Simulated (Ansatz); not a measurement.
Calculated with Ansatz (gas phase, PBE0-D4/def2-TZVP geometries, no zero-point term in ΔE). CCSD(T)/CBS adds triple-zeta CCSD(T) − MP2 to the extrapolated MP2 energy (def2 sets, frozen cores). This one scheme is used for every species. Double bonds are as drawn, so ΔE can hold a change between cis and trans. DFT in def2-TZVPP. One conformer a species, not always the lowest.

`[SiH3]/C=C/[SiH2]Cl` + CH₄ → `C[SiH2]/C=C/[SiH3]` + HCl  (formal exchange of groups at the Si–Cl bond)

```csv
level,ΔE (kcal/mol)
PBE,24.6
CCSD(T)/def2-SVP,24.1
```

Q: What does CCSD(T)/CBS give? (Best estimate.)

A: Ansatz gave: +25.1 kcal/mol. The listed levels differ from it by -0.5, -1.0 kcal/mol.

Largest T1 diagnostic among the species: 0.011.

In def2-TZVPP, CCSD(T) changes the Hartree–Fock value by −3.4 kcal/mol (the triples alone add −0.2 kcal/mol) and MP2 by −2.1 kcal/mol. At CCSD(T), def2-SVP lies −1.0 kcal/mol from the extrapolated value and def2-TZVPP −0.9 kcal/mol. From BLYP to BHLYP (50 % exact exchange), in def2-TZVPP and without D4, ΔE moves by +0.8 kcal/mol.

CCSD(T)/CBS has its own doubt, a few kJ/mol and more with outer-core shells, so smaller differences from it don't rank the levels.
